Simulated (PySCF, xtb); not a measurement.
C₂H₆Si, SMILES C[Si]C (connectivity only; charge and spin as stated), charge +1, multiplicity 2.

Harmonic wavenumbers (cm⁻¹) from GFN2-xTB (xtb) at its own minimum, in rising order: 41, 61, 157, 656, 755, 761, 777, 832, 859, 1304, 1321, 1364, 1371, 1378, 1383, 2976, 2977, 2979, 2984, 2986, 2987.

Question: What does PBE-D3(BJ)/def2-TZVP in PySCF give at its own minimum? (An estimate is asked for; the answer gives what the named calculation found.)

Answer: 60, 63, 205, 554, 576, 642, 657, 774, 839, 1177, 1202, 1320, 1338, 1352, 1368, 2927, 2934, 3005, 3008, 3082, 3082. Paired by order, the mean absolute difference is 65 cm⁻¹ and the zero-point energies are 44.2 and 43.1 kcal/mol.
